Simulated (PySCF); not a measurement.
Species: `C=N[SiH2][C@@H](C)CF`. The columns A, B, C and D hold Mulliken, IAO, Hirshfeld and ESP-fitted charges (e) of one PBE0/pcSseg-1 density (PySCF), in a shuffled order. Coordinates in Å (GFN2-xTB); the density's dipole moment is (0.65, -0.96, -1.21) D.

| atom | x | y | z | A | B | C | D |
| --- | --- | --- | --- | --- | --- | --- | --- |
| C1 | 2.937 | -0.612 | -0.597 | +0.028 | -0.078 | +0.058 | +0.354 |
| N2 | 1.993 | 0.198 | -0.516 | -0.228 | -0.517 | -0.557 | -0.649 |
| Si3 | 0.896 | 0.669 | 0.725 | +0.358 | +0.875 | +0.770 | +0.642 |
| C4 | -0.807 | 0.279 | -0.055 | -0.115 | -0.388 | -0.612 | -0.017 |
| C5 | -1.106 | -1.218 | -0.073 | -0.122 | -0.417 | -0.243 | -0.274 |
| C6 | -1.897 | 1.028 | 0.690 | +0.022 | +0.046 | +0.195 | -0.006 |
| F7 | -1.842 | 0.761 | 2.041 | -0.115 | -0.335 | -0.345 | -0.237 |
| H8 | 3.475 | -0.712 | -1.537 | +0.049 | +0.140 | +0.114 | +0.010 |
| H9 | 3.286 | -1.250 | 0.220 | +0.043 | +0.106 | +0.094 | -0.001 |
| H10 | 0.998 | 0.036 | 2.043 | -0.083 | -0.148 | -0.097 | -0.131 |
| H11 | 1.103 | 2.116 | 0.794 | -0.079 | -0.128 | -0.103 | -0.128 |
| H12 | -0.822 | 0.651 | -1.083 | +0.045 | +0.153 | +0.150 | +0.041 |
| H13 | -2.061 | -1.418 | -0.560 | +0.040 | +0.137 | +0.115 | +0.082 |
| H14 | -1.153 | -1.605 | 0.943 | +0.037 | +0.144 | +0.124 | +0.082 |
| H15 | -0.327 | -1.753 | -0.611 | +0.037 | +0.140 | +0.122 | +0.075 |
| H16 | -1.779 | 2.111 | 0.587 | +0.041 | +0.135 | +0.110 | +0.060 |
| H17 | -2.901 | 0.731 | 0.363 | +0.041 | +0.133 | +0.106 | +0.098 |

Problem. Which column most likely holds the ESP-fitted charges?

Solution. D. Σ q r misses the density's dipole by 0.05 D (D), 0.50 D (C), 0.78 D (A), 1.11 D (B). Charges fitted to the outside potential are the only set here that is tied to the molecule's multipoles.

Problem. And the Hirshfeld charges?

Solution. A. The mean sizes are 0.087 e (A), 0.170 e (D), 0.230 e (C), 0.237 e (B), and Hirshfeld charges are commonly the smallest of these schemes.

As computed, A = Hirshfeld, B = IAO, C = Mulliken, D = ESP-fitted. Hydrogens on carbon: Hirshfeld +0.04 to +0.05, IAO +0.11 to +0.15, Mulliken +0.09 to +0.15, ESP-fitted 0.00 to +0.10 e.

The Hirshfeld scheme divides the density at each point in proportion to the densities of the neutral, spherically averaged free atoms. The ESP scheme is a least-squares fit of atom-centred charges to the potential on four shells outside the van der Waals surface, with the total charge fixed.

Geometry: GFN2-xTB, one conformer, isolated molecule.

The run behind these numbers computed NMR shieldings as well. Hardware: one thread of an Arm Neoverse V2, shared host with 48 logical CPUs at a one-minute load of 33. Cost: 24 s, 0.80 GiB resident at most.

The values belong to the conformer `[CH2:1]=[N:2][SiH2:3][C@@H:4]([CH3:5])[CH2:6][F:7]`: C1–N2–Si3–C4 -122°, N2–Si3–C4–C5 75°, Si3–C4–C6–F7 -54°.
